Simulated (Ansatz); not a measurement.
Nudged elastic band run: C3H8AsNO

The input (input.yaml):

```yaml
crystal:
  periodic: [false, false, false]
  atoms:
    - { symbol: C, position_ang: [-1.977341, 0.061011, -0.145803] }
    - { symbol: C, position_ang: [-0.771418, 0.016687, 0.779274] }
    - { symbol: O, position_ang: [-0.89024, 0.163213, 1.992005] }
    - { symbol: "N", position_ang: [0.470508, -0.189584, 0.246848] }
    - { symbol: C, position_ang: [0.788652, -0.268717, -1.16702] }
    - { symbol: As, position_ang: [1.805581, -0.254957, 1.623174] }
    - { symbol: H, position_ang: [-2.866479, 0.224272, 0.474628] }
    - { symbol: H, position_ang: [-1.894872, 0.878514, -0.879595] }
    - { symbol: H, position_ang: [-2.095581, -0.881158, -0.704365] }
    - { symbol: H, position_ang: [1.221195, 0.674088, -1.551807] }
    - { symbol: H, position_ang: [1.515766, -1.07393, -1.36076] }
    - { symbol: H, position_ang: [-0.111514, -0.496586, -1.755682] }
    - { symbol: H, position_ang: [1.857785, 1.254638, 1.897801] }
    - { symbol: H, position_ang: [2.934859, -0.13659, 0.580303] }
basis:
  gaussian: { orbitals: def2-SVP }
hamiltonian:
  xc: b3lyp
neb:
  order_check: false
  images: 7
  f_tol: 0.03
  max_iterations: 32
  initial_path: idpp
  final_atoms:
    - { symbol: C, position_ang: [-1.97810947, -0.06408309, -0.13057658] }
    - { symbol: C, position_ang: [-0.76498986, -0.01738613, 0.78440643] }
    - { symbol: O, position_ang: [-0.882844, 0.14374485, 1.99547574] }
    - { symbol: "N", position_ang: [0.48325593, -0.15651633, 0.24532324] }
    - { symbol: C, position_ang: [0.79611991, -0.24227723, -1.1692714] }
    - { symbol: As, position_ang: [1.82890951, -0.11305683, 1.61232935] }
    - { symbol: H, position_ang: [-2.87156515, 0.04441591, 0.49569951] }
    - { symbol: H, position_ang: [-1.95637366, 0.75171603, -0.87076623] }
    - { symbol: H, position_ang: [-2.03686017, -1.01611745, -0.68159617] }
    - { symbol: H, position_ang: [1.56526702, -1.00902159, -1.35514829] }
    - { symbol: H, position_ang: [-0.09353946, -0.52920541, -1.74746055] }
    - { symbol: H, position_ang: [1.17320815, 0.71593909, -1.57285666] }
    - { symbol: H, position_ang: [1.78321814, 1.40052677, 1.86447061] }
    - { symbol: H, position_ang: [2.9412041, 0.06222242, 0.55897199] }
```

Run as:

```bash
$ ansatz run input.yaml --threads 2 --pin off --max-ram 3072MiB --backend cpu --events-out ev --progress --plain --runs-dir out
```

Output, in part (warnings, iteration lines, the closing report on the highest movable image, with atoms numbered from 0):

```
NEB end point (image 0): max|allowed force component| = 1.492e-2 eV/Å (the criterion of neb.relax_end_points is 1.000e-2)
NEB end point (image 8): max|allowed force component| = 6.644e-3 eV/Å (the criterion of neb.relax_end_points is 1.000e-2)
NEB iter   1: max|band force component| = 8.725e-1 eV/Å  barrier→ = 0.1550 eV  barrier← = 0.1550 eV  Δτ_max = 0.1306 Å  (251 SCF iters)
NEB iter   2: max|band force component| = 4.381e-1 eV/Å  barrier→ = 0.0229 eV  barrier← = 0.0229 eV  CI = image 3  Δτ_max = 0.0614 Å  (212 SCF iters)
NEB iter   3: max|band force component| = 5.573e-1 eV/Å  barrier→ = 0.0217 eV  barrier← = 0.0217 eV  CI = image 3  Δτ_max = 0.0306 Å  (216 SCF iters)
NEB iter   4: max|band force component| = 1.194e-1 eV/Å  barrier→ = 0.0119 eV  barrier← = 0.0119 eV  CI = image 3  Δτ_max = 0.0125 Å  (214 SCF iters)
NEB iter   5: max|band force component| = 3.449e-2 eV/Å  barrier→ = 0.0108 eV  barrier← = 0.0109 eV  CI = image 3  Δτ_max = 0.0146 Å  (174 SCF iters)
NEB iter   6: max|band force component| = 4.331e-2 eV/Å  barrier→ = 0.0102 eV  barrier← = 0.0102 eV  CI = image 4  Δτ_max = 0.0073 Å  (175 SCF iters)
NEB iter   7: max|band force component| = 3.428e-2 eV/Å  barrier→ = 0.0100 eV  barrier← = 0.0100 eV  CI = image 4  Δτ_max = 0.0073 Å  (166 SCF iters)
NEB iter   8: max|band force component| = 2.733e-2 eV/Å  barrier→ = 0.0098 eV  barrier← = 0.0098 eV  CI = image 4  Δτ_max = 0.0000 Å  (363 SCF iters)
Total energy: -67608.58831045 eV, -2484.5697936620 hartree
Atom 0 at    -1.923632    -0.387022    -0.057573 Å, force     0.000640     0.000675     0.000876 eV/Å
Atom 1 at    -0.723934    -0.059785     0.814521 Å, force     0.004501     0.002990     0.001313 eV/Å
Atom 2 at    -0.832858     0.142300     2.020239 Å, force    -0.001503    -0.000172    -0.001805 eV/Å
Atom 3 at     0.507035     0.018044     0.225491 Å, force    -0.006288     0.004757    -0.021227 eV/Å
Atom 4 at     0.750716    -0.211541    -1.189862 Å, force    -0.001457    -0.003270     0.027308 eV/Å
Atom 5 at     1.873303     0.287334     1.548422 Å, force     0.007549    -0.005990     0.000606 eV/Å
Atom 6 at    -2.805585    -0.460906     0.589663 Å, force     0.000202    -0.000376     0.001079 eV/Å
Atom 7 at    -2.094662     0.401329    -0.808493 Å, force    -0.000414     0.000027    -0.000957 eV/Å
Atom 8 at    -1.785252    -1.335507    -0.600226 Å, force     0.000085     0.000293    -0.000491 eV/Å
Atom 9 at     1.744953     0.168417    -1.459382 Å, force     0.003833    -0.002356    -0.001808 eV/Å
Atom 10 at     0.714078    -1.282542    -1.462545 Å, force    -0.001559    -0.002013    -0.004501 eV/Å
Atom 11 at     0.017012     0.323951    -1.814005 Å, force    -0.001523     0.000207    -0.003331 eV/Å
Atom 12 at     1.621789     1.786107     1.763528 Å, force    -0.002576    -0.001770     0.003490 eV/Å
Atom 13 at     2.923937     0.580722     0.459223 Å, force    -0.001489     0.006999    -0.000551 eV/Å
Dipole moment:     0.163847    -0.060336    -0.717480 e Å
```

It converged. A vibrational analysis at the climbing image gives one clearly imaginary mode, 42i cm⁻¹: a first-order saddle point.

Final band (atoms are numbered from 1 in the order of the input):

```csv
image,path coordinate (Å),energy (kJ/mol),dihedral As6–N4–C5–H12 (°)
0,0.00,0.0,164
1,0.45,0.2,177
2,0.90,0.6,-170
3,1.35,0.9,-156
4,1.81,0.9,-140
5,2.27,0.8,-123
6,2.73,0.5,-105
7,3.20,0.2,-89
8,3.66,0.0,-75
```

Run time: 6.3 min on 2 threads of Arm Neoverse V1 (shared host), peak memory 0.45 GiB.
